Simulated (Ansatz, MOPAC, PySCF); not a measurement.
Precursor series Zn CH3-Br. All species are isolated molecules in the gas phase. One relaxed conformer stands for each flexible species; it need not be the lowest.

Quantity: redistribution energy (mixed species minus the weighted end members), in eV. Semi-empirical values (MOPAC) are differences of heats of formation.

Level 1: frozen-core CCSD(T)/def2-TZVPP // PBE-D3(BJ)/def2-SVP (Ansatz, a first-principles code)
Level 2: PBE-D3(BJ)/def2-TZVP // PBE-D3(BJ)/def2-SVP (PySCF)
Level 3: B3LYP/LANL2DZ // PBE-D3(BJ)/def2-SVP (PySCF)
Level 4: PM6 // PBE-D3(BJ)/def2-SVP (MOPAC)

| species | level 1 | level 2 | level 3 | level 4 |
|---|---|---|---|---|
| 1 of 2 CH3 replaced by Br: [Zn(CH3)(Br)] | -0.157 | -0.162 | -0.261 | -0.072 |
